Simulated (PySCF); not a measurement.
This PySCF input asks for the NMR shieldings of `FC(F)(F)[C@@H]1CC[SiH2][SiH2]1`, C4H9F3Si2; the geometry comes from PBE0-D3(BJ)/def2-SVP.

```python
import basis_set_exchange as bse
import numpy as np
from pyscf import gto, dft
from pyscf.prop import nmr

atoms = """
F     2.060174   -0.776567    1.680997
C     2.194672   -0.054865    0.561299
F     3.052691   -0.708957   -0.233789
F     2.787301    1.096485    0.910936
C     0.873492    0.171542   -0.121421
C    -0.151975    0.863799    0.790532
C    -1.480429    1.102774    0.064763
Si   -2.085908   -0.544830   -0.683864
Si    0.080709   -1.418329   -0.869215
H     1.089631    0.828180   -0.982825
H    -0.319170    0.230552    1.679552
H     0.265440    1.813224    1.165429
H    -1.334225    1.818884   -0.762710
H    -2.226954    1.549083    0.739789
H    -2.933755   -1.312404    0.280147
H    -2.843644   -0.363254   -1.958639
H     0.342691   -2.603185    0.000567
H     0.596299   -1.682104   -2.244147
"""
names = dict.fromkeys(["F", "C", "Si", "H"], "pcSseg-1")
basis = {el: gto.basis.parse(bse.get_basis(n, elements=[el], fmt="nwchem")) for el, n in names.items()}
mol = gto.M(atom=atoms, basis=basis, charge=0, verbose=0)
mf = dft.RKS(mol, xc="HYB_GGA_XC_B97_2")
mf.grids.level = 2
mf.grids.alignment = dft.numint.BLKSIZE   # the property module wants whole blocks of grid points
mf.conv_tol = 1e-9
mf.kernel()

calc = nmr.RKS(mf)   # GIAO
C = mf.mo_coeff
Co = C[:, mf.mo_occ > 0]
resp = mf.gen_response(singlet=True, hermi=2)
def vind(x):   # induced exchange potential for any number of trial vectors
    d = np.einsum("pi,xij,qj->xpq", C, 2 * x.reshape(-1, C.shape[1], Co.shape[1]), Co, optimize=True)
    return np.einsum("xpq,pi,qj->xij", resp(d - d.transpose(0, 2, 1)), C, Co, optimize=True).ravel()
mo1, _ = nmr.rhf.solve_mo1(calc, with_cphf=vind)
sigma = calc.kernel(mo1)
for i, s in enumerate(sigma):   # ppm
    print("%2d %-2s %9.2f" % (i, mol.atom_pure_symbol(i), np.trace(s) / 3))
```

Question: What are the results?

Answer: 
```
 0 F     268.12
 1 C      51.51
 2 F     247.07
 3 F     256.56
 4 C     147.56
 5 C     156.06
 6 C     172.80
 7 Si    418.56
 8 Si    419.07
 9 H      29.99
10 H      30.09
11 H      29.04
12 H      30.82
13 H      29.92
14 H      27.59
15 H      27.53
16 H      27.46
17 H      27.49
```

These numbers come from an equivalent density-fitted implementation of the same equations, which agrees with the script to about 0.01 ppm for H and up to a few tenths of a ppm for heavy atoms, so last digits may differ.

Question: Turn these shieldings into chemical shifts. Chemical shifts δ = σref − σ; $^{19}$F (σ = 178.12 ppm) against CFCl3; TMS for $^{13}$C (σ = 183.69 ppm), $^{29}$Si (σ = 357.41 ppm), $^{1}$H (σ = 31.38 ppm), all at this level.

Answer: Averaging equivalent atoms: F 0/2/3: -79.1; C 1: 132.2; C 4: 36.1; C 5: 27.6; C 6: 10.9; Si 7: -61.1; Si 8: -61.7; H 16: 3.91; H 17: 3.88; H 15: 3.84; H 14: 3.79; H 11: 2.33; H 13: 1.45; H 9: 1.38; H 10: 1.28; H 12: 0.55 ppm. Unscaled 19F shifts against computed CFCl3 carry errors that often reach 10 to 50 ppm.

Size and cost of the density-fitted run: 212 basis functions, 39 s wall time on 1 thread of an Arm Neoverse V1, shared host; peak memory 1 GiB.
